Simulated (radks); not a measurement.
Values are calculated unless marked as measured or tabulated.
Ionisation of neutral strontium, [Kr] 5s2, to Sr+, [Kr] 5s1, under several functionals. Scalar-relativistic Kohn-Sham, spin-unpolarised, spherical densities, point nucleus; a radial shooting solver on a logarithmic mesh with Libxc functionals.

functional                               E(Sr) (hartree)  Exc (hartree)  IE (eV)  -e(HOMO) (eV)  <r> HOMO (bohr)  IE error (eV)
PBEsol                                       -3177.57490     -102.97490    5.896          3.536            4.315         +0.201
XLYP                                         -3180.36086     -105.79496    5.826          3.391            4.316         +0.131
BLYP                                         -3179.97564     -105.40468    5.809          3.376            4.309         +0.114
exchange-only LDA                            -3172.36670      -97.69088    5.215          2.843            4.409         -0.479
LDA (Slater exchange, VWN5 correlation)      -3175.83116     -101.21091    6.057          3.640            4.272         +0.362
HCTH/407                                     -3181.58804     -107.15914    5.860          3.528            4.407         +0.165

NIST Atomic Spectra Database: 5.695 eV (measured). Closest: BLYP. The Delta-SCF values span 0.84 eV, the total energies 9.22 hartree. The highest occupied level is 5s. Spin polarisation and multiplet splitting are left out, so open shells lie too high by an amount that depends on their filling.

Beside tabulated values, note that spin-unpolarised runs miss the spin-polarisation part of the exchange energy of open shells.
